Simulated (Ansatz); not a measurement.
Consider the cleavage of the Si–In bond: `[SiH3][InH2]` + `O[SiH](O)Br` → `O[SiH](Br)O[SiH3]` + `[InH3]`.

Calculated with Ansatz (gas phase, PBE0-D4/def2-TZVP geometries, no zero-point term in ΔE). CBS: MP2 limit from def2 TZ/QZ plus the TZ coupled-cluster correction, frozen cores. Functionals use def2-TZVPP. Elements past krypton have def2 core potentials. For Br, In outer-core shells are correlated without core-valence functions, which leaves a few kJ/mol of doubt a bond. Scalar relativity is left out up to krypton. Each species was taken in one conformer, which may not be the lowest.

Task: Is it downhill or uphill in electronic energy at CCSD(T)/CBS, and by how much? (Best estimate.)

Result: The calculation gave: Downhill: ΔE = -17.2 kcal/mol.

Task: What do these levels give: PBE0-D4, r2SCANh-D4, r2SCAN0-D4, revPBE, BLYP, r2SCAN0, CAM-B3LYP, LC-ωPBE, CCSD/def2-SVP, MP2/def2-TZVPP, HF/CBS(def2), MP2/CBS(def2)? (An estimate is asked.)

Result: Computed: PBE0-D4 -14.0, r2SCANh-D4 -16.4, r2SCAN0-D4 -16.8, revPBE -10.6, BLYP -14.9, r2SCAN0 -16.5, CAM-B3LYP -18.8, LC-ωPBE -16.2, CCSD/def2-SVP -16.7, MP2/def2-TZVPP -18.3, HF/CBS(def2) -23.8, MP2/CBS(def2) -17.9 kcal/mol.

Largest T1 diagnostic among the species: 0.014.

Leaving LDA and LC-ωPBE aside and taking each functional with its dispersion term where it has one, the values, not all of them listed here, spread over 8.4 kcal/mol, from BHLYP-D4 to PBE-D4. LDA lies −1.3 kcal/mol from PBE without D4. In def2-TZVPP, CCSD(T) changes the Hartree–Fock value by +5.5 kcal/mol (the triples alone add +0.6 kcal/mol) and MP2 by +4.8 kcal/mol. From BLYP to BHLYP (50 % exact exchange), in def2-TZVPP and without D4, ΔE moves by −4.5 kcal/mol.
